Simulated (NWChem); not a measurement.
Species: Hg

Computed with NWChem. def2 effective core potentials on Hg; no spin-orbit coupling. Level: PBE0/def2-SVPD; rows give the wavelength of the field.

```json
[
 {"field": "static", "isotropic polarisability (bohr³)": "34.4", "anisotropy (bohr³)": "0.0"},
 {"field": "1065 nm", "isotropic polarisability (bohr³)": "35.2", "anisotropy (bohr³)": "0.0"},
 {"field": "589 nm", "isotropic polarisability (bohr³)": "37.1", "anisotropy (bohr³)": "0.0"}
]
```
